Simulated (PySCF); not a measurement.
# Boron: a sound run and one with changed settings

Sound run: B⁺ [He] 2s2, B²⁺ [He] 2s1. Computed with PySCF 2.14 in cc-pVDZ-DK (3s2p1d, 14 functions), with scalar relativity by spin-free X2C-1e. In the sound run the correlated levels freeze 1s2. The sound run starts from symmetry-adapted Hartree-Fock orbitals and uses a fine grid where one is needed.

Changed run: basis STO-3G, all-electron and non-relativistic. This setting is unsound on purpose.

| species | method | sound run (hartree) | changed run (hartree) | converged |
| --- | --- | --- | --- | --- |
| B⁺ | UHF | -24.24139 | -23.94847 | yes |
| B⁺ | M06-2X | -24.34880 | -24.06361 | yes |
| B⁺ | PBE0 | -24.30463 | -24.00862 | yes |
| B⁺ | MP2 | -24.27388 | -23.97788 | yes |
| B⁺ | CCSD(T) | -24.29990 | -24.00944 | yes |
| B²⁺ | UHF | -23.37800 | -23.09922 | yes |
| B²⁺ | M06-2X | -23.43693 | -23.16204 | yes |
| B²⁺ | PBE0 | -23.40007 | -23.11652 | yes |

Ionisation energy of B⁺:

```json
{"method": "UHF", "sound run (eV)": "23.494", "changed run (eV)": "23.109"}
{"method": "M06-2X", "sound run (eV)": "24.813", "changed run (eV)": "24.533"}
{"method": "PBE0", "sound run (eV)": "24.614", "changed run (eV)": "24.275"}
{"method": "MP2", "sound run (eV)": "24.378", "changed run (eV)": "23.909"}
{"method": "SCS-MP2", "sound run (eV)": "24.555", "changed run (eV)": "24.070"}
{"method": "CCSD", "sound run (eV)": "25.086", "changed run (eV)": "24.768"}
{"method": "CCSD(T)", "sound run (eV)": "25.086", "changed run (eV)": "24.768"}
{"method": "CCSDT", "sound run (eV)": "25.086", "changed run (eV)": "24.768"}
{"method": "FCI", "sound run (eV)": "25.086", "changed run (eV)": "24.768"}
```

A minimal basis cannot let orbitals breathe on ionisation and holds almost no correlation. The Hamiltonian changed with the basis, so the totals do not compare.

For comparison, NIST gives 25.155 eV between the lowest levels.
